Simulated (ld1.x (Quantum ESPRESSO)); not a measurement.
## What one change does to a pseudopotential (O, PAW)

ld1.x (Quantum ESPRESSO) 7.5 input, shortened:

```
&input
   title='O', zed=8., rel=1, dft='PBESOL', iswitch=3,
   config='[He] 2s2 2p4'
 /
 &inputp
   pseudotype=3, lpaw=.true., tm=.true., lloc=-2, rcloc=0.90,
   nlcc=.true., new_core_ps=.true., rcore=0.85,
   which_augfun='PSQ', rmatch_augfun_nc=.true.
 /
4
2S  1  0   2.00   0.00  0.90  1.00  0.0
2S  1  0   0.00  -0.30  0.90  1.00  0.0
2P  2  1   4.00   0.00  1.45  1.80  0.0
2P  2  1   0.00   4.70  1.45  1.80  0.0
 &test
   configts(1)='2s2 2p4'
 /
```

Change: waves 2p (bound): rcut 1.45, rcutus 2.24 bohr; 2p channel at 4.7 Ry: rcut 1.45, rcutus 2.24 bohr.

Cutoffs: the cutoffs (Ry, on a coarse ladder) from which the occupation-weighted sum of valence levels, in a spherical-Bessel basis at the reference potential, stays within 10 and 1 mRy of its value at 400 Ry; they do not see the model core or the augmentation charge, which bear on the density cutoff. Errors are all-electron minus pseudo energies relative to the spin-unpolarised reference configuration.

Task: What does the change do?

Result: The potential gets softer (25 Ry and 45 Ry → 18 Ry and 40 Ry); of the 7 tests that both files solve, the error grows in 4 and shrinks in 1 by more than 15 % and 0.3 meV (median size 3.3 → 4.0 meV); neither file shows a bound ghost. A larger radius leaves more room for a smooth pseudo-wave, so fewer plane waves are needed.

| quantity | base | changed |
| --- | --- | --- |
| cutoff, loose | 25 Ry | 18 Ry |
| cutoff, tight | 45 Ry | 40 Ry |
| loose cutoff by channel (10 mRy a level) | s 18 Ry, p 18 Ry | s 18 Ry, p 12 Ry |
| bound ghosts | none | none |
| error for 2s2 2p3, meV [ΔE 16.36 eV] | +3.3 | +4.0 |
| error for 2s2 2p2, meV [ΔE 49.84 eV] | +7.8 | +20 |
| error for 2s2 2p1, meV [ΔE 103.54 eV] | -1.3 | +21 |
| error for 2s0 2p6, meV [ΔE 29.75 eV] | -1.9 | -2.3 |
| error for 2s1 2p4, meV [ΔE 31.50 eV] | +4.4 | +3.6 |
| error for 2s2 2p0, meV [ΔE 180.19 eV] | -20 | -20 |
| error for 2s2 2p3.5, meV [ΔE 6.25 eV] | +0.7 | +0.4 |
| lowest overlap eigenvalue by channel | s 0.57, p 0.81 | s 0.57, p 0.78 |
